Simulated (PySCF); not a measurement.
# Calculated NMR data

PySCF calculation with PBE0/pcSseg-1 with gauge-including orbitals and structure optimised with GFN2-xTB; no relativistic terms, one averaged value for each set of equivalent atoms, isolated molecule, one conformer.

Scale: ¹H (σref 31.72) and ¹³C (σref 186.93) against TMS (reference shieldings calculated alike). Splittings of carbon signals by F and P are missing where no couplings were computed. Where no couplings were computed, multiplicities follow the n + 1 count of equivalent neighbours, and m marks all less simple cases (inequivalent or close neighbours, rings, F or P nearby). Shifts are as computed. Against solution values, carbons near 30 ppm lie about +3 ppm off and those near 130 ppm about +5 ppm. Of 1211 compounds with measured shifts, 218 miss one by over three times the rms of a fit or turn the order of signals round; such compounds aren't used in these exercises.

Compound 1 (C4H4N4). ¹H NMR (600 MHz, computed): δ 8.13 (s, 1H), 4.33 (s, 3H). ¹³C{¹H} NMR (computed): δ 145.1, 119.2, 115.1, 35.0. Structure: `Cn1nncc1C#N`.

Compound 2 (C6H13P). ¹H NMR (600 MHz, computed): δ 2.66 (m, 2H), 2.17 (m, 1H), 1.81 (m, 2H), 1.76 (m, 1H), 1.66 (m, 2H), 1.25 (m, 2H), 1.20 (m, 1H), 1.12 (m, 2H). ¹³C{¹H} NMR (computed): δ 36.7, 31.7, 30.9, 30.0. Structure: SMILES PC1CCCCC1.

Compound 3 (C7H7NO). ¹H NMR (600 MHz, computed): δ 6.32 (m, 1H), 6.30 (m, 1H), 6.17 (d, 1H), 5.99 (m, 1H), 5.95 (s, 2H), 5.93 (d, 1H). ¹³C{¹H} NMR (computed): δ 138.9, 120.8, 118.7, 113.9, 110.2, 105.8, 68.2. Structure: `C1=CN2C=CC=C2CO1`.
